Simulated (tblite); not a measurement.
C6H7NO2Si.
Atom-mapped SMILES: `[CH:1]#[C:2][CH2:3][Si@:4]([CH3:5])([C:6]#[N:7])[C:8](=[O:9])[OH:10]` (hydrogens: H11 on C1; H12, H13 on C3; H14, H15, H16 on C5; H17 on O10)

Structure optimised with GFN2-xTB, isolated species.

Task: What internal coordinates does the optimisation give?

Result: 
| bond | length (Å) | order |
| --- | --- | --- |
| C1≡C2 | 1.197 | triple |
| C2–C3 | 1.444 | single |
| C3–Si4 | 1.912 | single |
| Si4–C5 | 1.897 | single |
| Si4–C6 | 1.874 | single |
| C6≡N7 | 1.145 | triple |
| Si4–C8 | 1.928 | single |
| C8=O9 | 1.204 | double |
| C8–O10 | 1.336 | single |
| C1–H11 | 1.049 | single |
| C3–H12 | 1.093 | single |
| C3–H13 | 1.093 | single |
| C5–H14, C5–H15, C5–H16 | 1.087 | single |
| O10–H17 | 0.974 | single |

Bonds in one row agree within 0.01 Å and their mean is given. Orders are formal, as drawn. A selection of angles:
| angle | degrees |
| --- | --- |
| C1–C2–C3 | 178.4 |
| C2–C3–Si4 | 111.6 |
| C3–Si4–C5 | 114.8 |
| C3–Si4–C6 | 108.6 |
| C3–Si4–C8 | 109.2 |
| C5–Si4–C6 | 109.0 |
| C5–Si4–C8 | 110.6 |
| C6–Si4–C8 | 104.0 |
| Si4–C6–N7 | 179.5 |
| Si4–C8–O9 | 126.5 |
| Si4–C8–O10 | 110.9 |
| O9–C8–O10 | 122.5 |
| H17–O10–C8 | 111.3 |

Dihedral angles: C2–C3–Si4–C5 53° (synclinal); C3–Si4–C8–O9 1° (synperiplanar); H17–O10–C8–Si4 -179° (antiperiplanar).

The C–Si distances run from 1.874 Å (Si4–C6, drawn single) to 1.928 Å (Si4–C8, drawn single), a spread of 0.054 Å. The 2 C–O bonds span 1.204 Å (C8=O9, drawn double) to 1.336 Å (C8–O10, drawn single), a spread of 0.132 Å. The 2 C–C bonds span 1.197 Å (C1≡C2, drawn triple) to 1.444 Å (C2–C3, drawn single), a spread of 0.247 Å. Si4 (four-coordinate silicon) is distorted tetrahedral (angles from 104.0° to 114.8°). O10 (acid hydroxyl oxygen) is bent (angle 111.3°).

Point group: C1 (no symmetry element, even within 0.4 Å). Its GFN2-xTB frequencies are all real (lowest 23 cm⁻¹). One conformer, not necessarily the lowest (C2–C3–Si4–C5 53°, C3–Si4–C8–O9 1°, Si4–C8–O10–H -179°). 3 starts were optimised and ended at 0.00, 1.33 and 2.31 kcal/mol (GFN2-xTB); the lowest of these is shown.

The run took 1.3 s wall on an Arm Neoverse N1 with one thread, on a shared host. This is the geometry optimisation.

The numbers are calculated, not measured.
